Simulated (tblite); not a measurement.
Compound: C3H4BF5O.
Atom-mapped SMILES: `[F:1][B:2]([F:3])[O:4][CH2:5][CH2:6][C:7]([F:8])([F:9])[F:10]` (hydrogens: H11, H12 on C5; H13, H14 on C6)

Computed with GFN2-xTB (tblite), gas phase: L-BFGS steps from a force-field or distance-geometry start until the largest atomic force falls under 0.01 eV/Å.

The end geometry, which sets the zero of energy:
```
atom  x, y, z in Å
F1      1.8003   -1.9258    0.7461
B2      2.0492   -0.6453    0.9768
F3      2.9626   -0.3784    1.8836
O4      1.4658    0.3483    0.3269
C5      0.4600    0.1944   -0.6584
C6     -0.8519    0.8152   -0.1703
C7     -1.5222   -0.0365    0.8942
F8     -2.7008    0.4880    1.2649
F9     -1.7794   -1.2778    0.4584
F10    -0.7941   -0.1607    2.0090
H11     0.8035    0.7323   -1.5471
H12     0.3150   -0.8630   -0.9047
H13    -0.6573    1.7989    0.2602
H14    -1.5515    0.9100   -1.0017
```

Problem. These geometries come from the run, each turned onto the end geometry. Order them by energy, lowest first.
A.
```
atom  x, y, z in Å
F1      2.4853   -1.9262    0.4342
B2      2.4577   -0.6746    0.8680
F3      3.5669   -0.1509    1.3692
O4      1.3958    0.0995    0.6813
C5      0.4276    0.0356   -0.3622
C6     -0.8850    0.7794   -0.0783
C7     -1.8611    0.0498    0.8379
F8     -3.0200    0.7204    0.9483
F9     -2.2114   -1.1533    0.3499
F10    -1.3947   -0.0809    2.0878
H11     0.9062    0.5770   -1.1909
H12     0.1663   -0.9751   -0.7077
H13    -0.6801    1.7548    0.3605
H14    -1.3544    0.9442   -1.0601
```
B.
```
atom  x, y, z in Å
F1      2.4172   -1.8205    0.3418
B2      2.3479   -0.5953    0.8442
F3      3.2805   -0.2696    1.7098
O4      1.4204    0.2824    0.5025
C5      0.4142    0.0414   -0.4703
C6     -0.8512    0.8156   -0.0897
C7     -1.7720    0.0337    0.8332
F8     -2.9464    0.6628    0.9951
F9     -2.0654   -1.1842    0.3526
F10    -1.2624   -0.1526    2.0541
H11     0.7836    0.4162   -1.4298
H12     0.2140   -1.0321   -0.5601
H13    -0.5518    1.7260    0.4321
H14    -1.4295    1.0759   -0.9777
```
C.
```
atom  x, y, z in Å
F1      2.5054   -1.9231    0.4525
B2      2.3901   -0.6583    0.8256
F3      3.5616   -0.0931    1.0559
O4      1.2126   -0.0151    0.8939
C5      0.4299    0.0420   -0.3101
C6     -0.8845    0.7831   -0.0922
C7     -1.8752    0.0762    0.8369
F8     -3.0150    0.7797    0.9490
F9     -2.2123   -1.1410    0.3866
F10    -1.4147   -0.1033    2.0738
H11     1.0449    0.6092   -1.0211
H12     0.2377   -0.9493   -0.7425
H13    -0.6691    1.7690    0.3227
H14    -1.3121    0.8234   -1.0931
```
D.
```
atom  x, y, z in Å
F1      2.5150   -1.9178    0.4347
B2      2.4432   -0.6498    0.8222
F3      3.4544   -0.2520    1.5644
O4      1.4661    0.2006    0.5430
C5      0.4306    0.0508   -0.4237
C6     -0.8672    0.8019   -0.0700
C7     -1.8426    0.0553    0.8221
F8     -3.0040    0.7252    0.9321
F9     -2.1494   -1.1668    0.3670
F10    -1.3808   -0.1205    2.0581
H11     0.8090    0.5253   -1.3323
H12     0.2178   -1.0104   -0.6051
H13    -0.6729    1.7598    0.4117
H14    -1.4200    0.9979   -0.9863
```
E.
```
atom  x, y, z in Å
F1      2.0854   -1.8911    0.5251
B2      2.1570   -0.6340    0.9430
F3      3.0412   -0.3761    1.8793
O4      1.4177    0.3427    0.4423
C5      0.4498    0.1533   -0.5763
C6     -0.8726    0.8113   -0.1723
C7     -1.6067   -0.0003    0.8823
F8     -2.7390    0.6055    1.2695
F9     -1.9623   -1.2082    0.4178
F10    -0.8891   -0.2147    1.9889
H11     0.8334    0.6331   -1.4834
H12     0.3000   -0.9153   -0.7674
H13    -0.6873    1.8083    0.2302
H14    -1.5284    0.8851   -1.0413
```

Solution. E (0.009 eV), B (0.040 eV), D (0.126 eV), A (0.294 eV), C (0.521 eV).

In the order of the answer:

| step | E above end (eV) | largest force (eV/Å) | rms force component (eV/Å) | rms distance from end (Å) | rms bond change (Å) | bond most changed (Å) |
| --- | --- | --- | --- | --- | --- | --- |
| 81 | 0.009 | 0.05 | 0.018 | 0.145 | 0.001 | F1–B2 +0.002 |
| 35 | 0.040 | 0.07 | 0.026 | 0.362 | 0.001 | O4–C5 +0.004 |
| 18 | 0.126 | 0.29 | 0.112 | 0.418 | 0.004 | C5–C6 +0.009 |
| 13 | 0.294 | 0.60 | 0.218 | 0.463 | 0.006 | B2–F3 +0.011 |
| 9 | 0.521 | 0.69 | 0.197 | 0.536 | 0.009 | O4–C5 +0.021 |

What follows is the cost of the whole relaxation. The run took 0.47 s of wall time on one thread, Arm Neoverse V2 (aarch64), shared host.
